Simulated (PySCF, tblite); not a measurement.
Structures optimised with GFN2-xTB, isolated species. One conformer each, none proved a minimum here. Atom numbers follow the mapped SMILES.

Question: Rank these C–O bonds from shortest to longest.
A. C6–O7 in `[CH2:1]=[CH:2][CH2:3][C:4](=[O:5])[CH:6]=[O:7]` with C1–C2–C3–C4 127°, C2–C3–C4–O5 7°, C3–C4–C6–O7 -5°
B. C4–O5 in `[CH3:1][CH2:2][C:3](=[C:4]=[O:5])[O:6][CH:7]([F:8])[F:9]` with C1–C2–C3–C4 -104°, C2–C3–O6–C7 168°, C3–O6–C7–F8 -169°
C. C8–O9 in `[CH3:1][c:2]1[cH:3][c:4]([CH3:5])[p:6][c:7]([CH:8]=[O:9])[cH:10]1` with P6–C7–C8–O9 0°
D. C7–O8 in `[CH3:1][c:2]1[n:3][cH:4][n:5][n:6][c:7]1[O:8][SiH2:9][OH:10]` with N6–C7–O8–Si9 3°, C7–O8–Si9–O10 24°, O8–Si9–O10–H -31°
E. C3–O7 in `[O:1]=[CH:2][C@@H:3]1[CH:4]=[CH:5][CH2:6][O:7]1` with O1–C2–C3–C4 -74°

Answer: B (1.167 Å), A (1.198 Å), C (1.208 Å), D (1.314 Å), E (1.415 Å).

- 1.167 Å: drawn double, ends: central carbon of a ketene; oxygen bonded to C
- 1.198 Å: drawn double, aldehyde carbon to aldehyde oxygen
- 1.208 Å: drawn double, aldehyde carbon to aldehyde oxygen
- 1.314 Å: drawn single, aromatic carbon bearing oxygen to silyl ether oxygen
- 1.415 Å: drawn single, sp3 carbon bound to oxygen to cyclic ether oxygen, in a 5-membered ring

Question: Rank these C–C bonds from shortest to longest.
A. C2–C3 in `[O:1]=[C:2]1[CH2:3][CH2:4][C:5](=[O:6])[CH2:7]1` with O1–C2–C3–C4 168°, C2–C3–C4–C5 16°, C3–C4–C5–O6 168°, C4–C5–C7–C2 5°
B. C1–C2 in `[CH3:1][c:2]1[cH:3][c:4]([CH3:5])[p:6][c:7]([CH:8]=[O:9])[cH:10]1` with P6–C7–C8–O9 0°
C. C1–C2 in `[CH2:1]=[CH:2][CH2:3][C:4](=[O:5])[CH:6]=[O:7]` with C1–C2–C3–C4 127°, C2–C3–C4–O5 7°, C3–C4–C6–O7 -5°
D. C1–C2 in `[CH3:1][c:2]1[n:3][cH:4][n:5][n:6][c:7]1[O:8][SiH2:9][OH:10]` with N6–C7–O8–Si9 3°, C7–O8–Si9–O10 24°, O8–Si9–O10–H -31°
E. C2–C3 in `[CH3:1][CH2:2][CH2:3][C@H:4]([CH3:5])[N:6]([CH3:7])[CH3:8]` with C1–C2–C3–C4 180°, C2–C3–C4–C5 -179°, C3–C4–N6–C7 -157°

Answer: C (1.319 Å), D (1.486 Å), B (1.500 Å), A (1.516 Å), E (1.526 Å).

- 1.319 Å: drawn double, terminal =CH2 carbon to alkene CH carbon
- 1.486 Å: drawn single, benzylic-type carbon to substituted aromatic carbon
- 1.500 Å: drawn single, benzylic-type carbon to substituted aromatic carbon
- 1.516 Å: drawn single, ketone carbonyl carbon to sp3 carbon next to a carbonyl, in a 5-membered ring
- 1.526 Å: drawn single, both ends chain CH2 carbon

Question: Order these C–C–C angles, narrowest first.
A. C3–C4–C5 in `[CH3:1][CH2:2][CH2:3][C@H:4]([CH3:5])[N:6]([CH3:7])[CH3:8]` with C1–C2–C3–C4 180°, C2–C3–C4–C5 -179°, C3–C4–N6–C7 -157°
B. C1–C2–C7 in `[CH3:1][c:2]1[n:3][cH:4][n:5][n:6][c:7]1[O:8][SiH2:9][OH:10]` with N6–C7–O8–Si9 3°, C7–O8–Si9–O10 24°, O8–Si9–O10–H -31°
C. C3–C4–C6 in `[CH2:1]=[CH:2][CH2:3][C:4](=[O:5])[CH:6]=[O:7]` with C1–C2–C3–C4 127°, C2–C3–C4–O5 7°, C3–C4–C6–O7 -5°
D. C3–C4–C5 in `[CH3:1][c:2]1[cH:3][c:4]([CH3:5])[p:6][c:7]([CH:8]=[O:9])[cH:10]1` with P6–C7–C8–O9 0°
E. C2–C7–C5 in `[O:1]=[C:2]1[CH2:3][CH2:4][C:5](=[O:6])[CH2:7]1` with O1–C2–C3–C4 168°, C2–C3–C4–C5 16°, C3–C4–C5–O6 168°, C4–C5–C7–C2 5°

Answer: E (106.8°), A (110.4°), C (114.0°), D (118.7°), B (121.2°).

The numbers are calculated, not measured.
